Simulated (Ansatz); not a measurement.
`[CH3][Mg][Br]` + H₂ → `[CH3][MgH]` + HBr at 400 K and 1 bar (hydrogenolysis of a Mg–Br bond).

Gas-phase electronic energies from Ansatz, PBE0-D4/def2-TZVP geometries. CCSD(T)/CBS is the MP2 limit (def2-TZVPP, def2-QZVPP) plus CCSD(T) − MP2 in def2-TZVPP, frozen cores. This one scheme is used for every species. For Br, Mg outer-core shells are correlated without core-valence functions, which leaves a few kJ/mol of doubt a bond. Scalar relativity is left out up to krypton.

```tsv
species	CCSD(T)/CBS energy (Eh)	H − E (kJ/mol)	S (J/(mol·K))
`[CH3][Mg][Br]`	-2813.14753	117.2	323.6
H₂	-1.17544	38.0	139.0
`[CH3][MgH]`	-240.32644	123.2	270.7
HBr	-2573.91920	27.6	207.2
```

H − E and S are ideal-gas, rigid-rotor, harmonic terms from PBE0-D4/def2-TZVP. The MP2-based limit puts H₂ 0.8 mEh under its directly extrapolated value; such offsets cancel only in part. 1 Eh = 2625.50 kJ/mol, R = 8.31446 J/(mol·K).

Problem. By hand: ΔE, ΔH, ΔS and ΔG.

Solution. ΔE = (-240.32644) + (-2573.91920) − (-2813.14753) − (-1.17544) = 0.07733 Eh = 203.0 kJ/mol. Δ(H − E) = 123.2 + 27.6 − 117.2 − 38.0 = -4.4, so ΔH = 198.6 kJ/mol. ΔS = 270.7 + 207.2 − 323.6 − 139.0 = 15.3 J/(mol·K). ΔG = 198.6 − 400 × (15.3)/1000 = 192.5 kJ/mol.

Problem. By hand: the equilibrium constant, and the temperature at which ΔG would vanish if ΔH and ΔS stayed fixed.

Solution. log₁₀ K = −ΔG/(RT ln 10) = -25.1. ΔG = 0 at ΔH/ΔS = 12980 K, far beyond where these terms or the molecules hold.

ΔH outweighs TΔS. A doubt of 5 kJ/mol in ΔE shifts log₁₀ K by 0.7 here. These are equilibria of isolated gas molecules and say nothing of rates. Largest T1 diagnostic: 0.008 (customary marks: 0.02 for closed shells, 0.045 for open ones).
